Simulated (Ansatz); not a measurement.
Cartesian coordinates (Å):
SMILES: CC[SiH2]O
```xyz
12

C     -1.6485    -0.0325     0.1272
C     -0.4396     0.1187    -0.7938
Si     1.1745    -0.2157     0.0879
O      2.4902    -0.1127    -0.9052
H     -2.5847     0.1681    -0.3993
H     -1.7147    -1.0443     0.5362
H     -1.5958     0.6571     0.9742
H     -0.4081     1.1297    -1.2165
H     -0.5158    -0.5654    -1.6458
H      1.3003     0.7435     1.2260
H      1.1902    -1.6032     0.6165
H      2.7519     0.7566    -1.2096
```
Charge 0, multiplicity 1.

Level of theory: frozen-core CCSD(T)/def2-TZVPP // PBE0-D4/def2-TZVP run with Ansatz (a quantum-chemistry and plane-wave program).

```
Property                        Value
----------------------  -------------
HF energy               -444.31964 Ha
MP2 correlation energy    -0.72520 Ha
```

Task: Estimate the CCSD correlation energy, the (T) correction, the total energy and the T1 diagnostic.

Result: 
The CCSD correlation energy comes out as -0.76965 Ha and the (T) correction is -0.02721 Ha. The CCSD(T) total energy is -445.11650 Ha and the T1 diagnostic is 0.010.
